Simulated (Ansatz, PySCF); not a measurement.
CH₆SSiTe, SMILES CS[Te][SiH3]. Atoms are numbered in the order given.

```xyz
10

Te    -0.0393    -0.1043     0.8520
S      1.3882     0.7344    -0.9591
C      1.7857    -0.8004    -1.8724
H      2.3505    -1.5044    -1.2464
H      2.4130    -0.4871    -2.7218
H      0.8767    -1.2837    -2.2567
Si    -2.0779     0.0979    -0.6267
H     -1.8589    -0.6922    -1.8705
H     -2.3238     1.5230    -0.9761
H     -3.2470    -0.4535     0.1194
```

Geometry: B3LYP-D3(BJ)/def2-SVP. The structure was generated by enumeration, and PubChem lists no compound with its InChIKey, so it may never have been made. The def2 effective core potentials stand for the cores of Te; spin–orbit coupling is left out. One conformer was computed; it need not be the lowest.

Vertical ionisation energy (IE) and electron affinity (EA) in eV. Rows of orbital energies are one-electron estimates. Where ΔSCF, EOM or ADC give a negative EA the extra electron is unbound and the value depends on the basis.

| level | IE | EA |
|---|---|---|
| −ε(HOMO), −ε(LUMO), CAM-B3LYP/def2-TZVP (PySCF) | 7.73 | 0.87 |
| −ε(HOMO), −ε(LUMO), PBE/def2-TZVP (PySCF) | 5.50 | 2.72 |
| ΔSCF, PBE0/def2-SVPD (Ansatz), final states of multiplicity 2 and 2 | 8.37 | 0.44 |
| ΔSCF, PBE/def2-SVPD (Ansatz), final states of multiplicity 2 and 2 | 8.18 | 0.46 |

### Question
What vertical singlet–triplet gap does ΔSCF give with PBE0/def2-SVPD (Ansatz, a first-principles code) and with PBE/def2-SVPD (Ansatz)? (The exact figures need the calculation; the answer reports its results.)

### Answer
2.63 and 2.51 eV (triplet above singlet where positive).
